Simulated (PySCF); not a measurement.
BCl3H2O2Si, SMILES OB(O)[Si](Cl)(Cl)Cl. Atoms are numbered in the order given.

```xyz
9

Si     0.0351     0.2469     0.0000
Cl    -2.0233     0.6270     0.0000
Cl     0.8466     1.1452     1.6752
Cl     0.8466     1.1452    -1.6752
B      0.2123    -1.7697     0.0000
O      1.4464    -2.3168     0.0000
O     -0.9016    -2.5438     0.0000
H      1.4270    -3.2861     0.0000
H     -1.7250    -2.0343     0.0000
```
Charge 0, spin multiplicity 1.

Geometry: B3LYP-D3(BJ)/def2-SVP. The structure was generated by enumeration, and PubChem lists no compound with its InChIKey, so it may never have been made. One conformer was computed; it need not be the lowest.

Two levels are set side by side: PBE/pcSseg-1 (PySCF) and KT2/pcSseg-1 (PySCF). GIAO shifts against BF3 (¹¹B), H2O (¹⁷O), HCl (³⁵Cl), TMS (²⁹Si), TMS (¹H) at the same level; non-relativistic, no solvent, atoms listed together averaged. Without spin–orbit terms, shifts of atoms bonded to Cl or Br come out too high at both levels. Differences are taken from unrounded values.

```tsv
quantity	PBE
δ(²⁹Si) of Si1 (ppm)	40.3
δ(¹¹B) of B5 (ppm)	12.3
```

These are the PBE values. What does KT2 give? (Estimate from the structure and the level; the computed values follow.)


```
quantity               KT2  PBE minus KT2
--------------------  ----  -------------
δ(²⁹Si) of Si1 (ppm)  37.5            2.7
δ(¹¹B) of B5 (ppm)    11.6            0.7
```

Rough cost on one machine, each run with all the roots and properties that it gave: KT2 against PBE within a factor of 2.
